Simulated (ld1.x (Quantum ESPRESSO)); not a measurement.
# u(r) = r·R(r): atom against pseudo-atom (Al)

Columns: radius, all-electron u(r) and pseudo u(r) of the 3p shell (level -3.34 eV) of aluminium in the configuration [Ne] 3s1 3p2; PBE, scalar-relativistic, PAW scheme, ld1.x (Quantum ESPRESSO) 7.5.

```tsv
r (bohr)	all-electron	pseudo
0.125	0.1039	-0.0037
0.250	0.2022	-0.0148
0.375	0.2249	-0.0329
0.500	0.1906	-0.0576
0.625	0.1242	-0.0884
0.750	0.0433	-0.1244
0.875	-0.0415	-0.1648
1.000	-0.1241	-0.2084
1.125	-0.2009	-0.2542
1.250	-0.2704	-0.3009
1.375	-0.3317	-0.3472
1.500	-0.3852	-0.3917
1.625	-0.4312	-0.4333
1.750	-0.4702	-0.4705
1.875	-0.5023	-0.5023
2.000	-0.5279	-0.5279
2.125	-0.5473	-0.5473
2.250	-0.5611	-0.5611
2.375	-0.5699	-0.5699
2.500	-0.5742	-0.5742
2.625	-0.5745	-0.5745
2.750	-0.5715	-0.5715
2.875	-0.5655	-0.5655
3.000	-0.5571	-0.5571
3.125	-0.5466	-0.5466
3.250	-0.5343	-0.5343
```

How many radial nodes do the two functions have?

The all-electron 3p function has n − l − 1 = 1; the pseudo-wave has 0, since the states of the same l below it are removed with the core.

At about which radius was the pseudo-wave matched?

1.90 bohr. The columns agree to 0.0005 from 1.75 bohr on; several derivatives are matched, so the curves merge somewhat inside the radius.

Is the pseudo-wave norm-conserving?

No, it belongs to a PAW set: the norm inside the radius is not constrained, and the difference is carried by the augmentation charge.
